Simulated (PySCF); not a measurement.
SnH2(NHEt)2, C4H14N2Sn.
Bonds: Sn1–N4, Sn1–N13, N4–C5, C5–C6, N13–C14, C14–C15. Hydrogens: H2, H3 on Sn1; H7 on N4; H8, H9 on C5; H10, H11, H12 on C6; H16 on N13; H17, H18 on C14; H19, H20, H21 on C15.

Method: PySCF 2.14.0, PBE0-D3(BJ)/def2-SVP geometry optimisation, gas phase, def2 core potentials past Kr; density fitting, grid level 1; the optimiser is geomeTRIC in internal coordinates, started from a GFN2-xTB structure with every atom displaced at random (about 0.03 Å).

The end geometry, which sets the zero of energy:
```
atom  x, y, z in Å
Sn1     0.2515   -0.0411    0.3693
H2     -0.2589   -0.0635    2.0152
H3      1.9614   -0.2014    0.2268
N4     -0.6249    1.6347   -0.3821
C5     -0.6760    2.8739    0.3588
C6      0.6256    3.6650    0.4197
H7     -0.4321    1.7818   -1.3700
H8     -1.4680    3.5181   -0.0688
H9     -1.0122    2.6518    1.3877
H10     1.4210    3.0828    0.9147
H11     0.5019    4.6079    0.9766
H12     0.9820    3.9152   -0.5930
N13    -0.4623   -1.4807   -0.8773
C14     0.1578   -2.7825   -0.9770
C15    -0.1350   -3.7441    0.1686
H16    -1.4774   -1.5281   -0.9191
H17    -0.1462   -3.2553   -1.9303
H18     1.2504   -2.6419   -1.0614
H19     0.2223   -3.3367    1.1293
H20     0.3510   -4.7214    0.0145
H21    -1.2188   -3.9186    0.2684
```

Task: These geometries come from the run, each turned onto the end geometry. Order them by energy, lowest first.
A.
```
atom  x, y, z in Å
Sn1     0.3045   -0.1014    0.4906
H2     -0.2668   -0.2938    2.1179
H3      2.0696   -0.0633    0.4327
N4     -0.6768    1.5478   -0.1641
C5     -0.6484    2.8374    0.4683
C6      0.6118    3.6962    0.2403
H7     -0.7101    1.6082   -1.1794
H8     -1.5358    3.4215    0.1569
H9     -0.7689    2.7032    1.5588
H10     1.5044    3.1745    0.6235
H11     0.5523    4.6694    0.7556
H12     0.7641    3.8662   -0.8369
N13    -0.3059   -1.4255   -0.9579
C14     0.2729   -2.7632   -0.9649
C15    -0.2719   -3.7060    0.1006
H16    -1.3137   -1.4609   -1.0820
H17     0.1290   -3.2077   -1.9677
H18     1.3682   -2.6620   -0.8569
H19    -0.0596   -3.3195    1.1113
H20     0.1612   -4.7115    0.0102
H21    -1.3666   -3.7933    0.0136
```
B.
```
atom  x, y, z in Å
Sn1     0.2725   -0.0858    0.4928
H2     -0.2875   -0.2985    2.1080
H3      2.0054   -0.0956    0.4359
N4     -0.6900    1.5749   -0.1816
C5     -0.6534    2.8615    0.4628
C6      0.6214    3.6762    0.2439
H7     -0.6960    1.6387   -1.1972
H8     -1.5236    3.4634    0.1337
H9     -0.8020    2.7205    1.5472
H10     1.5014    3.1388    0.6341
H11     0.5676    4.6521    0.7530
H12     0.7935    3.8537   -0.8311
N13    -0.3103   -1.4211   -0.9305
C14     0.2699   -2.7512   -0.9596
C15    -0.2454   -3.7178    0.0987
H16    -1.3240   -1.4538   -1.0424
H17     0.1072   -3.1917   -1.9619
H18     1.3657   -2.6503   -0.8668
H19    -0.0179   -3.3535    1.1145
H20     0.1986   -4.7218   -0.0132
H21    -1.3398   -3.8227    0.0300
```
C.
```
atom  x, y, z in Å
Sn1     0.2381   -0.0454    0.4736
H2     -0.3234   -0.1705    2.0977
H3      1.9577   -0.1236    0.4009
N4     -0.6932    1.6027   -0.2699
C5     -0.6692    2.8806    0.4104
C6      0.6368    3.6558    0.3105
H7     -0.5696    1.6980   -1.2750
H8     -1.4915    3.5088    0.0202
H9     -0.9165    2.7107    1.4740
H10     1.4751    3.0903    0.7503
H11     0.5759    4.6276    0.8271
H12     0.8929    3.8581   -0.7420
N13    -0.3823   -1.4432   -0.8698
C14     0.2157   -2.7535   -0.9701
C15    -0.1771   -3.7493    0.1151
H16    -1.3945   -1.4787   -0.9520
H17    -0.0291   -3.1875   -1.9586
H18     1.3147   -2.6381   -0.9714
H19     0.1266   -3.3926    1.1134
H20     0.2949   -4.7306   -0.0473
H21    -1.2686   -3.9035    0.1336
```
D.
```
atom  x, y, z in Å
Sn1     0.3188   -0.1333    0.5101
H2     -0.2576   -0.3012    2.0967
H3      1.8948   -0.0384    0.4896
N4     -0.6981    1.5475   -0.1268
C5     -0.6819    2.8161    0.4799
C6      0.5963    3.5957    0.1583
H7     -0.7460    1.6455   -1.1223
H8     -1.4905    3.4529    0.1928
H9     -0.7367    2.7088    1.6497
H10     1.4628    3.0071    0.5405
H11     0.5929    4.5495    0.6661
H12     0.7064    3.7146   -0.8912
N13    -0.2906   -1.3567   -0.9667
C14     0.2948   -2.7151   -0.9310
C15    -0.2510   -3.6920    0.0975
H16    -1.2030   -1.3879   -1.0975
H17     0.1794   -3.1079   -1.9553
H18     1.3952   -2.6245   -0.7886
H19    -0.0433   -3.2927    1.0994
H20     0.1337   -4.6258    0.0272
H21    -1.3632   -3.7462   -0.0578
```
E.
```
atom  x, y, z in Å
Sn1     0.2492   -0.0619    0.4909
H2     -0.3106   -0.2472    2.1105
H3      1.9671   -0.1089    0.4294
N4     -0.6948    1.5927   -0.2183
C5     -0.6587    2.8781    0.4405
C6      0.6308    3.6693    0.2703
H7     -0.6428    1.6679   -1.2309
H8     -1.5069    3.4914    0.0813
H9     -0.8543    2.7233    1.5174
H10     1.4940    3.1199    0.6813
H11     0.5778    4.6468    0.7766
H12     0.8382    3.8575   -0.7955
N13    -0.3397   -1.4329   -0.8986
C14     0.2472   -2.7526   -0.9644
C15    -0.2125   -3.7384    0.1022
H16    -1.3530   -1.4668   -0.9960
H17     0.0469   -3.1871   -1.9626
H18     1.3458   -2.6478   -0.9118
H19     0.0510   -3.3873    1.1140
H20     0.2455   -4.7311   -0.0380
H21    -1.3071   -3.8687    0.0722
```

Result: C (0.005 eV), E (0.010 eV), B (0.021 eV), A (0.061 eV), D (0.967 eV).

In the order of the answer:

| step | E above end (eV) | largest force (eV/Å) | rms force component (eV/Å) | rms distance from end (Å) | rms bond change (Å) | bond most changed (Å) |
| --- | --- | --- | --- | --- | --- | --- |
| 5 | 0.005 | 0.12 | 0.028 | 0.130 | 0.001 | N4–C5 +0.003 |
| 4 | 0.010 | 0.10 | 0.023 | 0.186 | 0.002 | Sn1–N13 +0.005 |
| 2 | 0.021 | 0.20 | 0.061 | 0.229 | 0.003 | Sn1–H3 +0.010 |
| 1 | 0.061 | 0.60 | 0.160 | 0.250 | 0.012 | Sn1–H3 +0.043 |
| 0 | 0.967 | 6.48 | 1.572 | 0.306 | 0.051 | Sn1–H3 -0.144 |

What follows is the cost of the whole optimisation. Time: 2.8 min of wall time; peak memory 0.75 GiB. Hardware: an Arm Neoverse V2 with one thread, no GPU, shared host.
